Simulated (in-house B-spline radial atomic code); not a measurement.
Ionising Sb with different functionals

Computed with a B-spline radial code for spherical atoms: scalar-relativistic (spin-free X2C) Hamiltonian, Fermi nucleus of rms radius 4.6802 fm, spin-polarised at highest spin, spherical fractional occupations for the functionals, the average over the highest-spin determinants for Hartree-Fock. The ionisation energy is the difference of two self-consistent energies, [Kr] 4d10 5s2 5p3 → [Kr] 4d10 5s2 5p2, without Breit or QED terms; ε is the level of the shell that loses the electron (its least bound occupied spin orbital). There is no spin-orbit coupling in this Hamiltonian.

Hybrids are left out here: with spherical fractional occupations of an open shell their exact exchange keeps a self-interaction that integer-occupation calculations don't have.

```csv
method,rung,ΔSCF (eV),-ε(5p) (eV)
Hartree-Fock,Hartree-Fock,8.67,9.10
LDA VWN5,LDA,?,?
LDA PW92,LDA,9.05,5.52
LDA exchange-only,LDA,?,?
PBE,GGA,8.97,5.47
PBEsol,GGA,8.99,5.47
BLYP,GGA,8.68,5.15
RPBE,GGA,8.95,5.45
PW91,GGA,9.02,5.51
BP86,GGA,9.05,5.53
AM05,GGA,8.94,5.43
OLYP,GGA,8.78,5.25
TPSS,meta-GGA,9.05,5.55
SCAN,meta-GGA,9.30,5.82
r2SCAN,meta-GGA,9.32,5.83
revTPSS,meta-GGA,9.08,5.58
```

(1) What does LDA VWN5 give?

(2) What does LDA exchange-only give?

(3) How do they compare with the NIST value?

Results:

(1) ΔSCF 9.06 eV, and -ε(5p) = 5.53 eV.

(2) ΔSCF 8.25 eV, and -ε(5p) = 4.81 eV.

(3) NIST lists 8.608 eV (measured, ground level to ground level). Errors run from -0.36 to +0.71 eV; Hartree-Fock is closest (+0.06 eV), but part of that can be cancellation, since the calculations leave out spin-orbit coupling, Breit-QED terms, multiplet and fine-structure energies. Hartree-Fock also lacks correlation.
